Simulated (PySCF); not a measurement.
## Mo (molybdenum, neutral) across methods

[Kr] 4d6, high-spin 5D determinant (an excited configuration). All numbers are calculated (PySCF 2.14, scalar relativity through the core potential, in aug-cc-pwCVDZ-PP with ECP28MDF).

```json
{"method": "CAM-B3LYP", "E (hartree)": "-67.7160", "mean ε 4p β (eV)": "-39.140", "mean ε 4d α (eV)": "-5.544", "mean ε 4d β (eV)": "-3.395", "Σ⟨r²⟩ (bohr²)": "50.12", "⟨S²⟩": "6.011"}
{"method": "PBEsol", "E (hartree)": "-67.6623", "mean ε 4p β (eV)": "-35.266", "mean ε 4d α (eV)": "-3.234", "mean ε 4d β (eV)": "-1.173", "Σ⟨r²⟩ (bohr²)": "51.13", "⟨S²⟩": "6.012"}
{"method": "PBE", "E (hartree)": "-67.7807", "mean ε 4p β (eV)": "-35.326", "mean ε 4d α (eV)": "-3.223", "mean ε 4d β (eV)": "-1.228", "Σ⟨r²⟩ (bohr²)": "51.22", "⟨S²⟩": "6.011"}
{"method": "LDA", "E (hartree)": "-67.6076", "mean ε 4p β (eV)": "-35.521", "mean ε 4d α (eV)": "-3.421", "mean ε 4d β (eV)": "-1.335", "Σ⟨r²⟩ (bohr²)": "51.37", "⟨S²⟩": "6.011"}
{"method": "BP86", "E (hartree)": "-67.8474", "mean ε 4p β (eV)": "-35.514", "mean ε 4d α (eV)": "-3.319", "mean ε 4d β (eV)": "-1.470", "Σ⟨r²⟩ (bohr²)": "51.03", "⟨S²⟩": "6.012"}
{"method": "r2SCAN", "E (hartree)": "-67.7885", "mean ε 4p β (eV)": "-35.844", "mean ε 4d α (eV)": "-3.319", "mean ε 4d β (eV)": "-1.112", "Σ⟨r²⟩ (bohr²)": "50.81", "⟨S²⟩": "6.031"}
{"method": "PBE0", "E (hartree)": "-67.7575", "mean ε 4p β (eV)": "-37.587", "mean ε 4d α (eV)": "-4.337", "mean ε 4d β (eV)": "-2.036", "Σ⟨r²⟩ (bohr²)": "50.03", "⟨S²⟩": "6.010"}
```

(1) Estimate the same row for TPSSh.

⟨L²⟩ = 7.49 against 6 for a pure D term, so this real determinant mixes terms. Energies and moments cover only the electrons outside the core potential.

## Answers

(1) E (hartree) = -67.7425; mean ε 4p β (eV) = -36.195; mean ε 4d α (eV) = -3.466; mean ε 4d β (eV) = -1.464; Σ⟨r²⟩ (bohr²) = 50.27; ⟨S²⟩ = 6.011.
